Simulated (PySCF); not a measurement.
# Exercise with solution: chemical shift, span and skew from a shielding tensor

C2H8N2OSi, SMILES N(=C/C)/[Si@H](N)O. Atoms are numbered in the order given.

```xyz
14

C      2.5430    -0.6634     0.4940
C      1.6451    -0.7764    -0.7018
N      0.4317    -0.4466    -0.8067
Si    -0.7137     0.2226     0.3152
N     -2.2537    -0.4898     0.0450
O     -0.7139     1.8479    -0.0391
H      2.0146    -0.2837     1.3789
H      3.3818     0.0134     0.2600
H      2.9905    -1.6433     0.7281
H      2.1496    -1.2004    -1.5973
H     -0.4250     0.0020     1.7674
H     -2.6957    -1.0441     0.7674
H     -2.5089    -0.8079    -0.8832
H     -1.5786     2.2577     0.0582
```

The structure is a stationary point at PBE0-D3(BJ)/def2-SVP. The structure was generated by enumeration; whether it is a known compound was not checked. The values are those of a single conformer.

GIAO shieldings from PySCF with PBE/pcSseg-1, non-relativistic, no solvent. The symmetric part of the tensor of N5 has the principal values 202.8, 208.7, 261.7 ppm. The same nucleus in NH3 has σ = 267.0 ppm at this level (PySCF, at its B3LYP-D3(BJ)/def2-TZVP geometry).

### Question
Work out the isotropic shielding, the ¹⁵N shift against NH3, the span and the skew.

### Answer

σ(iso) = (σ11 + σ22 + σ33)/3 = 224.4 ppm. δ = σ(ref) − σ(iso) = 267.0 − (224.4) = 42.6 ppm.
Span Ω = σ33 − σ11 = 58.9 ppm. Skew κ = 3(σ(iso) − σ22)/Ω = 0.80. Tumbling in solution averages the tensor to δ; in a static solid the shielding alone would spread this spin-1/2 line over Ω.
